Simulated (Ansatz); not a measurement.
Program: Ansatz. Geometries: PBE0-D4/def2-TZVP. ΔE: electronic, gas phase. CCSD(T)/CBS is the MP2 limit (def2-TZVPP, def2-QZVPP) plus CCSD(T) − MP2 in def2-TZVPP, frozen cores. This one scheme is used for every species. DFT in def2-TZVPP. B3LYP here is the variant with VWN-RPA as its local correlation; programs differ in this. Elements past krypton have def2 core potentials. For Sn outer-core shells are correlated without core-valence functions, which leaves a few kJ/mol of doubt a bond. One conformer a species, not always the lowest.

`[CH3][SnH2][CH2][AlH2]` + `[AlH2][SH]` → `[AlH2][S][AlH2]` + `[CH3][SnH2][CH3]`  (ligand exchange at the Al–C bond)

```json
{"level": "PBE-D4", "ΔE (kJ/mol)": "-106.8", "difference from CCSD(T)/CBS": "1.6"}
{"level": "r2SCAN-D4", "ΔE (kJ/mol)": "-110.6", "difference from CCSD(T)/CBS": "-2.2"}
{"level": "PBE0-D4", "ΔE (kJ/mol)": "-110.3", "difference from CCSD(T)/CBS": "-1.9"}
{"level": "B3LYP-D4", "ΔE (kJ/mol)": "-109.1", "difference from CCSD(T)/CBS": "-0.7"}
{"level": "ωB97X-V", "ΔE (kJ/mol)": "-109.9", "difference from CCSD(T)/CBS": "-1.5"}
{"level": "ωB97M-V", "ΔE (kJ/mol)": "-108.4", "difference from CCSD(T)/CBS": "0.0"}
{"level": "B2PLYP", "ΔE (kJ/mol)": "-111.0", "difference from CCSD(T)/CBS": "-2.6"}
{"level": "PBE", "ΔE (kJ/mol)": "-107.8", "difference from CCSD(T)/CBS": "0.6"}
{"level": "r2SCAN", "ΔE (kJ/mol)": "-111.0", "difference from CCSD(T)/CBS": "-2.6"}
{"level": "PBE0", "ΔE (kJ/mol)": "-111.2", "difference from CCSD(T)/CBS": "-2.8"}
{"level": "B3LYP", "ΔE (kJ/mol)": "-110.6", "difference from CCSD(T)/CBS": "-2.2"}
{"level": "HF/def2-TZVPP", "ΔE (kJ/mol)": "-119.8", "difference from CCSD(T)/CBS": "-11.4"}
{"level": "MP2/def2-TZVPP", "ΔE (kJ/mol)": "-110.4", "difference from CCSD(T)/CBS": "-2.0"}
{"level": "SCS-MP2/def2-TZVPP", "ΔE (kJ/mol)": "-110.2", "difference from CCSD(T)/CBS": "-1.8"}
{"level": "CCSD/def2-TZVPP", "ΔE (kJ/mol)": "-108.9", "difference from CCSD(T)/CBS": "-0.5"}
{"level": "CCSD(T)/def2-TZVPP", "ΔE (kJ/mol)": "-107.8", "difference from CCSD(T)/CBS": "0.6"}
{"level": "HF/def2-QZVPP", "ΔE (kJ/mol)": "-119.2", "difference from CCSD(T)/CBS": "-10.8"}
{"level": "MP2/def2-QZVPP", "ΔE (kJ/mol)": "-110.5", "difference from CCSD(T)/CBS": "-2.1"}
{"level": "SCS-MP2/def2-QZVPP", "ΔE (kJ/mol)": "-110.6", "difference from CCSD(T)/CBS": "-2.2"}
{"level": "HF/CBS(def2)", "ΔE (kJ/mol)": "-119.2", "difference from CCSD(T)/CBS": "-10.8"}
{"level": "MP2/CBS(def2)", "ΔE (kJ/mol)": "-111.0", "difference from CCSD(T)/CBS": "-2.6"}
{"level": "CCSD/CBS(def2)", "ΔE (kJ/mol)": "-109.4", "difference from CCSD(T)/CBS": "-1.0"}
{"level": "CCSD(T)/CBS", "ΔE (kJ/mol)": "-108.4", "difference from CCSD(T)/CBS": "0"}
```

Largest T1 diagnostic among the species: 0.011.

From PBE to PBE0 (25 % exact exchange), in def2-TZVPP and without D4, ΔE moves by −3.4 kJ/mol. In def2-TZVPP, CCSD(T) changes the Hartree–Fock value by +12.0 kJ/mol (the triples alone add +1.0 kJ/mol) and MP2 by +9.4 kJ/mol.
